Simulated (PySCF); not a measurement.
Numbering as in the mapped SMILES `[F:1][C:2]([F:3])([F:4])[C@@H:5]1[CH2:6][CH2:7][Si@H:8]1[Cl:9]` (H(Xn): hydrogen on atom n). Ha(C6), Ha(C7) are cis to C2 on the ring; Hb(C6), Hb(C7) are trans to C2 on the ring.

PySCF 2.14 calculation with shieldings: GIAO PBE0/pcSseg-1 and geometry: GFN2-xTB; fast rotation and ring inversion assumed for equivalent nuclei, a single conformation, non-relativistic Hamiltonian, no solvent model.

Q: List the cross peaks expected in HSQC, COSY and HMBC spectra.

A: 

HSQC (one-bond C–H):
| δH | δC |
| --- | --- |
| 2.75 (H(C5)) | 45.8 (C5) |
| 2.34 (Hb(C6)) | 17.8 (C6) |
| 2.17 (Ha(C6)) | 17.8 (C6) |
| 1.78 (Hb(C7)) | 21.2 (C7) |
| 1.77 (Ha(C7)) | 21.2 (C7) |

COSY cross peaks (H two or three bonds apart, from the bond graph; peaks can be absent where the dihedral angle is near 90°):
| δH | δH |
| --- | --- |
| 5.75 (H(Si8)) | 2.75 (H(C5)) |
| 5.75 (H(Si8)) | 1.78 (Hb(C7)) |
| 5.75 (H(Si8)) | 1.77 (Ha(C7)) |
| 2.75 (H(C5)) | 2.34 (Hb(C6)) |
| 2.75 (H(C5)) | 2.17 (Ha(C6)) |
| 2.34 (Hb(C6)) | 2.17 (Ha(C6)) |
| 2.34 (Hb(C6)) | 1.78 (Hb(C7)) |
| 2.34 (Hb(C6)) | 1.77 (Ha(C7)) |
| 2.17 (Ha(C6)) | 1.78 (Hb(C7)) |
| 2.17 (Ha(C6)) | 1.77 (Ha(C7)) |
| 1.78 (Hb(C7)) | 1.77 (Ha(C7)) |

HMBC (two and three bonds, from the bond graph):
| δH | δC |
| --- | --- |
| 5.75 (H(Si8)) | 137.3 (C2), 45.8 (C5), 21.2 (C7), 17.8 (C6) |
| 2.75 (H(C5)) | 137.3 (C2), 21.2 (C7), 17.8 (C6) |
| 2.34 (Hb(C6)) | 137.3 (C2), 45.8 (C5), 21.2 (C7) |
| 2.17 (Ha(C6)) | 137.3 (C2), 45.8 (C5), 21.2 (C7) |
| 1.78 (Hb(C7)) | 45.8 (C5), 17.8 (C6) |
| 1.77 (Ha(C7)) | 45.8 (C5), 17.8 (C6) |

Shifts are taken against calculated references (same method and geometry level): ¹H (σ = 31.72 ppm) and ¹³C (σ = 186.93 ppm) vs TMS.

Shifts are as computed. Against solution values, carbons near 30 ppm lie about +3 ppm off and those near 130 ppm about +5 ppm. Of 1309 compounds with measured shifts, 239 miss one by over three times the rms of a fit or turn the order of signals round; such compounds aren't used in these exercises.
